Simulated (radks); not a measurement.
Cu20+, 9 electrons, occupied as [He] 2s2 2p5. Method: non-relativistic Kohn-Sham, SCAN, spin-unpolarised, spherical densities, point nucleus; meta-GGA in the generalised Kohn-Sham scheme; computed with a radial shooting solver on a logarithmic mesh with Libxc functionals.

Radial electron density D(r) = 4 pi r^2 rho(r):

| r (bohr) | D(r) (e/bohr) |
|---|---|
| 0.002165 | 0.8596 |
| 0.002403 | 1.044 |
| 0.002688 | 1.285 |
| 0.003006 | 1.578 |
| 0.003362 | 1.933 |
| 0.003761 | 2.364 |
| 0.004173 | 2.841 |
| 0.004668 | 3.454 |
| 0.005221 | 4.185 |
| 0.005839 | 5.052 |
| 0.006531 | 6.072 |
| 0.007306 | 7.263 |
| 0.008106 | 8.537 |
| 0.009067 | 10.10 |
| 0.01014 | 11.88 |
| 0.01134 | 13.86 |
| 0.01269 | 16.05 |
| 0.01408 | 18.23 |
| 0.01575 | 20.72 |
| 0.01761 | 23.28 |
| 0.0197 | 25.84 |
| 0.02204 | 28.28 |
| 0.02445 | 30.34 |
| 0.02735 | 32.21 |
| 0.03059 | 33.57 |
| 0.03421 | 34.32 |
| 0.03827 | 34.37 |
| 0.04246 | 33.78 |
| 0.0475 | 32.50 |
| 0.05312 | 30.73 |
| 0.05942 | 28.70 |
| 0.06646 | 26.76 |
| 0.07434 | 25.25 |
| 0.08249 | 24.51 |
| 0.09226 | 24.63 |
| 0.1032 | 25.73 |
| 0.1154 | 27.61 |
| 0.1291 | 29.85 |
| 0.1433 | 31.74 |
| 0.1602 | 32.95 |
| 0.1792 | 32.77 |
| 0.2005 | 30.92 |
| 0.2242 | 27.44 |
| 0.2488 | 23.08 |
| 0.2783 | 17.80 |
| 0.3113 | 12.61 |
| 0.3482 | 8.134 |
| 0.3894 | 4.727 |
| 0.4321 | 2.574 |
| 0.4833 | 1.183 |
| 0.5406 | 0.4715 |
| 0.6046 | 0.1604 |
| 0.6763 | 0.04579 |
| 0.7564 | 0.01075 |
| 0.8394 | 0.002301 |
| 0.9388 | 0.0003465 |

D(r) has 2 maxima, at r = 0.0365, 0.168 bohr, and minima at 0.0859 bohr, inside which lie 2.18 electrons.
